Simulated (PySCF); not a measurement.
Compound: CH8AsB.
SMILES with atom numbers: `[CH3:1][BH2-:2][AsH3+:3]` (hydrogens: H4, H5, H6 on C1; H7, H8 on B2; H9, H10, H11 on As3)

Computed, not measured: PBE0-D3(BJ)/def2-SVP geometry optimisation, gas phase (PySCF).

**Question.** Give the optimised bond lengths and angles.

**Answer.** 
| bond | length (Å) | order |
| --- | --- | --- |
| C1–B2 | 1.608 | single |
| B2–As3 | 2.090 | single |
| C1–H4, C1–H5, C1–H6 | 1.103 | single |
| B2–H7, B2–H8 | 1.226 | single |
| As3–H9, As3–H10, As3–H11 | 1.511 | single |

Bonds in one row agree within 0.01 Å and their mean is given. Orders are formal, as drawn. A selection of angles:
| angle | degrees |
| --- | --- |
| B2–C1–H4 | 107.4 |
| B2–C1–H5 | 114.2 |
| H4–C1–H5 | 106.3 |
| H5–C1–H6 | 107.9 |
| C1–B2–As3 | 109.3 |
| C1–B2–H7 | 116.8 |
| As3–B2–H7 | 99.2 |
| H7–B2–H8 | 112.3 |
| B2–As3–H9 | 119.7 |
| B2–As3–H10 | 117.4 |
| H9–As3–H10 | 98.7 |
| H9–As3–H11 | 98.1 |

As3 (arsenic bonded to B and 3 H) is distorted tetrahedral (angles from 98.1° to 119.9°). B2 (four-coordinate boron) is distorted tetrahedral (angles from 99.1° to 116.9°).

Point group: Cs (every atom within 0.08 Å of its image). Not checked by PBE0-D3(BJ)/def2-SVP frequencies.
